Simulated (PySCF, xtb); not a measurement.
C3H10OSi2, SMILES C[SiH2][SiH2]C(C)=O.

GFN2-xTB (xtb 6.7.1) at its own geometry gives an orbital gap of 2.66 eV and a dipole moment of 3.09 D.

Coordinates come from a ωB97X-D3(BJ)/def2-SVP optimisation. This is a generated structure with no PubChem entry under its InChIKey; it may be hypothetical. The values are those of a single conformer.

Task: What does PBE/def2-TZVP (PySCF) give? (An estimate is asked for; the answer gives what the named calculation found.)

Result: gap 3.12 eV (levels -5.43 and -2.30 eV), dipole 2.15 D.
